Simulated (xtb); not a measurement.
xtb input (GFN1-xTB):

```bash
xtb mol.xyz --gfn 1 --sp --chrg 0 --uhf 0
```
mol.xyz:
```
17

Ti    -0.00032253    -0.00002120    -0.00012484
C      1.73206551    -0.35797220    -1.08681236
H      2.05899915    -1.39293982    -0.94338469
H      2.52993952     0.31408285    -0.75460364
H      1.54902271    -0.18955396    -2.15299578
C      0.49967607     0.50468298     1.95063453
H     -0.33041830     0.26966287     2.62467114
H      0.71758534     1.57546761     2.01809479
H      1.38381704    -0.05679937     2.26946974
C     -1.05306942     1.56300361    -0.87116441
H     -1.67957594     2.05806249    -0.12213982
H     -1.69417102     1.18387012    -1.67357576
H     -0.35758067     2.29683140    -1.29118661
C     -1.17805784    -1.70967400     0.00758002
H     -1.07842629    -2.23936871    -0.94537780
H     -2.22931482    -1.44179319     0.15494382
H     -0.86646689    -2.37729813     0.81740442
```

End of the output:

```
         :::::::::::::::::::::::::::::::::::::::::::::::::::::
         ::                     SUMMARY                     ::
         :::::::::::::::::::::::::::::::::::::::::::::::::::::
         :: total energy             -16.118284867025 Eh    ::
         :: gradient norm              0.024212378712 Eh/a0 ::
         :: HOMO-LUMO gap              1.750948840508 eV    ::
         ::.................................................::
         :: SCC energy               -16.329388304311 Eh    ::
         :: -> electrostatic           0.036890768827 Eh    ::
         :: repulsion energy           0.217215330788 Eh    ::
         :: dispersion energy         -0.006111893502 Eh    ::
         :: halogen bond corr.         0.000000000000 Eh    ::
         :: add. restraining           0.000000000000 Eh    ::
         :: total charge               0.000000000000 e     ::
         :::::::::::::::::::::::::::::::::::::::::::::::::::::

           -------------------------------------------------
          |                Property Printout                |
           -------------------------------------------------

    * Orbital Energies and Occupations

         #    Occupation            Energy/Eh            Energy/eV
      -------------------------------------------------------------
         1        2.0000           -0.7177916             -19.5321
       ...           ...                  ...                  ...
         4        2.0000           -0.6141396             -16.7116
         5        2.0000           -0.5135440             -13.9742
         6        2.0000           -0.5135369             -13.9741
         7        2.0000           -0.5135297             -13.9739
         8        2.0000           -0.5094915             -13.8640
         9        2.0000           -0.5094912             -13.8640
        10        2.0000           -0.5039010             -13.7118
        11        2.0000           -0.5038937             -13.7116
        12        2.0000           -0.5038867             -13.7115
        13        2.0000           -0.4902255             -13.3397
        14        2.0000           -0.4056097             -11.0372
        15        2.0000           -0.4056065             -11.0371
        16        2.0000           -0.4056033             -11.0370 (HOMO)
        17                         -0.3412571              -9.2861 (LUMO)
        18                         -0.3412571              -9.2861
        19                         -0.2997168              -8.1557
        20                         -0.2997109              -8.1555
        21                         -0.2997049              -8.1554
        22                         -0.1532092              -4.1690
        23                         -0.1220794              -3.3219
        24                         -0.1220748              -3.3218
        25                         -0.1220704              -3.3217
        26                         -0.0690700              -1.8795
        27                         -0.0690125              -1.8779
       ...                                ...                  ...
        49                          0.6813607              18.5408
      -------------------------------------------------------------
                  HL-Gap            0.0643462 Eh            1.7509 eV
             Fermi-level           -0.3732578 Eh          -10.1569 eV

  Mulliken/CM5 charges         n(s)   n(p)   n(d)
     1Ti    0.37712  0.63018   1.072  0.757  1.793
     2C    -0.26270 -0.47031   0.976  3.287  0.000
     3H     0.05615  0.10426   0.944  0.000  0.000
     4H     0.05615  0.10427   0.944  0.000  0.000
     5H     0.05615  0.10426   0.944  0.000  0.000
     6C    -0.26270 -0.47031   0.976  3.287  0.000
     7H     0.05615  0.10426   0.944  0.000  0.000
     8H     0.05615  0.10426   0.944  0.000  0.000
     9H     0.05615  0.10427   0.944  0.000  0.000
    10C    -0.26277 -0.47039   0.976  3.287  0.000
    11H     0.05616  0.10427   0.944  0.000  0.000
    12H     0.05615  0.10427   0.944  0.000  0.000
    13H     0.05616  0.10428   0.944  0.000  0.000
    14C    -0.26277 -0.47039   0.976  3.287  0.000
    15H     0.05616  0.10427   0.944  0.000  0.000
    16H     0.05615  0.10427   0.944  0.000  0.000
    17H     0.05616  0.10428   0.944  0.000  0.000

Wiberg/Mayer (AO) data.
largest (>0.10) Wiberg bond orders for each atom

 ---------------------------------------------------------------------------
     #   Z sym  total        # sym  WBO       # sym  WBO       # sym  WBO
 ---------------------------------------------------------------------------
     1  22 Ti   4.727 --    10 C    1.019    14 C    1.019     6 C    1.019
                             2 C    1.019
     2   6 C    3.916 --     1 Ti   1.019     3 H    0.938     5 H    0.938
                             4 H    0.938
     3   1 H    0.994 --     2 C    0.938
     4   1 H    0.994 --     2 C    0.938
     5   1 H    0.994 --     2 C    0.938
     6   6 C    3.916 --     1 Ti   1.019     8 H    0.938     7 H    0.938
                             9 H    0.938
     7   1 H    0.994 --     6 C    0.938
     8   1 H    0.994 --     6 C    0.938
     9   1 H    0.994 --     6 C    0.938
    10   6 C    3.916 --     1 Ti   1.019    12 H    0.938    13 H    0.938
                            11 H    0.938
    11   1 H    0.994 --    10 C    0.938
    12   1 H    0.994 --    10 C    0.938
    13   1 H    0.994 --    10 C    0.938
    14   6 C    3.916 --     1 Ti   1.019    16 H    0.938    17 H    0.938
                            15 H    0.938
    15   1 H    0.994 --    14 C    0.938
    16   1 H    0.994 --    14 C    0.938
    17   1 H    0.994 --    14 C    0.938
 ---------------------------------------------------------------------------

Topologies differ in total number of bonds
Writing topology from bond orders to xtbtopo.mol

 dipole moment from electron density (au)
     X       Y       Z
  -0.0001  -0.0000  -0.0000  total (Debye):    0.000

           -------------------------------------------------
          | TOTAL ENERGY              -16.118284867025 Eh   |
          | GRADIENT NORM               0.024212378712 Eh/α |
          | HOMO-LUMO GAP               1.750948840508 eV   |
Note: The following floating-point exceptions are signalling: IEEE_DENORMAL
normal termination of xtb
           -------------------------------------------------

------------------------------------------------------------------------
------------------------------------------------------------------------
 total:
 SCF:
```
